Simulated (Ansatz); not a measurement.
Basis-set series for C$_{2}$H$_{4}$SSi, SMILES `S[SiH]1C=C1`. Total charge 0; spin multiplicity 1. All single points use the PBE0-D4/def2-TZVP geometry. It is one conformer, not always the lowest.

```xyz
8

S    -1.9793    1.0630   -0.3908
Si   -0.0109    0.4806    0.1800
C     0.8942   -0.7871   -0.7092
C     0.4224   -1.2368    0.4626
H    -1.8530    2.2922    0.1348
H     0.6380    1.6133    0.8769
H     1.4476   -1.2325   -1.5280
H     0.4411   -2.1927    0.9736
```

```json
{"functional": "PBE0-D4", "basis": "def2-SVP", "functions": "84", "energy (Eh)": "-765.63208", "HOMO (eV)": "-6.91", "LUMO (eV)": "-0.19"}
{"functional": "PBE0-D4", "basis": "def2-QZVPP", "functions": "374", "energy (Eh)": "-765.98757", "HOMO (eV)": "-7.03", "LUMO (eV)": "-0.49"}
{"functional": "ωB97M-V", "basis": "def2-SVP", "functions": "84", "energy (Eh)": "-765.90237", "HOMO (eV)": "-8.99", "LUMO (eV)": "2.14"}
{"functional": "ωB97M-V", "basis": "def2-QZVPP", "functions": "374", "energy (Eh)": "-766.25944", "HOMO (eV)": "-9.15", "LUMO (eV)": "1.48"}
```

(1) Give the rows for def2-TZVPP. (Estimate.)

## Answers

(1) Computed: 
```json
{"functional": "PBE0-D4", "basis": "def2-TZVPP", "functions": "202", "energy (Eh)": "-765.96120", "HOMO (eV)": "-7.00", "LUMO (eV)": "-0.40"}
{"functional": "ωB97M-V", "basis": "def2-TZVPP", "functions": "202", "energy (Eh)": "-766.23464", "HOMO (eV)": "-9.12", "LUMO (eV)": "1.73"}
```

Positive LUMOs are unbound and depend on the basis.
